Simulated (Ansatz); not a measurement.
Input for Ansatz (a quantum-chemistry and plane-wave program): R-RI-MP2/aug-cc-pV(T+d)Z on FH7Si2 (a complex), monomers drawn apart or pushed together. Files ending in .json are basis or fitting sets from the Basis Set Exchange.

Ansatz 0.2 input:
```yaml
crystal:
  periodic: [false, false, false]
  atoms:
    - {symbol: F, position_ang: [1.45958480, 0.31951535, -0.17441569]}
    - {symbol: H, position_ang: [1.34353286, 0.29973948, 0.74874191]}
    - {symbol: Si, position_ang: [-0.52700179, -0.19814534, 5.47608576]}
    - {symbol: Si, position_ang: [-0.49782231, -0.19727851, 3.13243465]}
    - {symbol: H, position_ang: [-1.87472197, -0.58505408, 5.95593642]}
    - {symbol: H, position_ang: [-0.19968460, 1.15489216, 5.98377557]}
    - {symbol: H, position_ang: [0.46936219, -1.16645034, 5.99109562]}
    - {symbol: H, position_ang: [-0.78771170, -1.53974149, 2.57966948]}
    - {symbol: H, position_ang: [0.86948770, 0.19289354, 2.67611774]}
    - {symbol: H, position_ang: [-1.45329599, 0.78503744, 2.57214036]}
basis:
  gaussian:
    orbitals: aug-cc-pV_T+d_Z.json
    fitting: {mean_field: def2-universal-JKFIT, correlation: aug-cc-pVTZ-RIFIT.json}
magnetization: {spin_polarized: false}
correlation: {method: mp2, electrons: outside_noble_gas}
scf: {lower_state_search: off}
```

The log:

```
WARN ansatz: RAYON_NUM_THREADS=1 ignored (pool sized by the plan → 1); use --threads N
Functional definition: HF
these checks for a lower state are left out or cut short: stability, starts, cluster_reference, orbital_swaps, neighbouring_geometries, increment
integrals: 0.38 GiB planned
459 factors; integrals over basis functions are off by at most 1.1e0 eV
mean field: 0.60 GiB planned
mean field evaluation 1: about -18540.5620 eV, gradient 2.9e1 eV
mean field evaluation 2: about -18542.3984 eV, gradient 1.7e1 eV
mean field evaluation 4: about -18542.8618 eV, gradient 5.2e-1 eV
mean field -18542.86351583 eV, -681.4376654023 hartree, gradient 1.1e-6 eV, S^2 0.000000; 0 other end points of the search recorded, 0 dependent functions left out
11 core orbitals not correlated
722 factors; their error is unknown
reference -18542.86351583 eV, -681.4376654023 hartree; 11, 11 occupied and 295, 295 virtual orbitals, 722 factors
second order -15.00597512 eV of doubles, -0.00000000 eV of singles
Total energy: -18557.86949094 eV, -681.9891248165 hartree
Checks for a lower state left out: stability, starts, cluster_reference, orbital_swaps, neighbouring_geometries, increment
```

The calculation finished and met its thresholds.

Cost: about 4 core-seconds (a rough figure).
